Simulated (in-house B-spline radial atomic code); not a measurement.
## RPA and G0W0 on B3LYP (VWN-RPA): Ba⁸⁺

Configuration [Kr] 4d10 5s2, mean-field start B3LYP (VWN-RPA). Computed with an all-electron radial atomic-structure program (B-spline basis): all electrons, scalar-relativistic (spin-free one-electron X2C), finite nucleus, each spin shell either full or empty, empty states to l = 9 with an (l + 1/2)⁻⁴ tail; G0W0 by contour deformation at full frequency.

Command:
```bash
python run_gw.py task.json out
```
Settings (radii: box in bohr, nucleus in fm):
```
Z                        56
electrons                48
configuration            [Kr] 4d10 5s2
hamiltonian              x2c
method                   b3lyp
lmax                     9
rms_radius               4.8378
spin_polarised           False
box_radius               7.7
intervals                66
ion_configuration        [Kr] 4d10 5s1
```

Run time, properties included: 14 s on 1 thread of Arm Neoverse N1, with other jobs on the host.

Energies (hartree):

| term | value |
| --- | --- |
| mean-field total | -8119.54590 |
| Hartree-Fock functional on these orbitals | -8116.59052 |
| direct second order | -4.4091 |
| second-order exchange | 1.2035 |
| SOSEX correction | 1.1289 |

(1) What is the RPA correlation energy, and what remains with SOSEX?

Quasi-particle levels (eV):

```
level  occupied  mean field  Σx - vxc     Σc  QP weight     G0W0
   5s       yes     -125.87     -2.78      ?          ?        ?
   4d       yes     -195.28    -11.08   0.63      0.932  -205.74
   5p        no     -104.72      6.88  -1.98      0.969   -99.82
```

G0W0 = mean field + (Σx - vxc) + Σc, with Σc (partial-wave tail included) taken at the quasi-particle energy. Only the outer levels were computed. Levels of low weight are left out.

(2) Where does G0W0 put 5s?

(3) What does it cost to remove one electron (to [Kr] 4d10 5s1) by differences of total energies, each species on its own start (correlation terms add to the Hartree-Fock functional)?

Answers

(1) RPA gives -3.9222 hartree (-2.22 eV per electron); RPA + SOSEX gives -2.7933, and the second-order doubles -3.2056 hartree (no singles). RPA lacks exchange-type terms and so overcorrelates at short range.

(2) At -131.60 eV, with Σc = -2.95 eV and a quasi-particle weight of 0.971. The tabulated removal energy is 130.5 ± 0.6 eV (NIST, semi-empirical); the calculation leaves out spin-orbit coupling, Breit and QED terms, and what these don't explain is the method's own error.

(3) B3LYP (VWN-RPA) 131.63 eV, Hartree-Fock functional 128.44 eV, + RPA 131.44 eV, + RPA + SOSEX 130.81 eV, + second order 132.24 eV. Tabulated: 130.5 ± 0.6 eV (NIST, semi-empirical); the calculation leaves out spin-orbit coupling, Breit and QED terms, and what these don't explain is the method's own error.
